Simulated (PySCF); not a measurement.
**Correlation energy of Ir⁺ (iridium, charge +1)**

[Xe] 4f14 5d7 6s1, high-spin 5F determinant. All numbers are calculated (PySCF 2.14, a scalar-relativistic core potential, in def2-TZVPPD with the def2 core potential (60 electrons)). Frozen: 5s2 5p6; 8 electrons correlated.

| level | correlation energy (mhartree) |
| --- | --- |
| CCSD | -176.81 |
| (T) | -5.24 |
| CCSD(T) | -182.05 |

Diagnostics: T1 = 0.0069, D1 = 0.0220, largest double amplitude 0.022.

Question: Is a single reference adequate?

Answer: Yes, within this model without spin-orbit coupling: T1 lies below 0.03 and no double amplitude reaches 0.07.
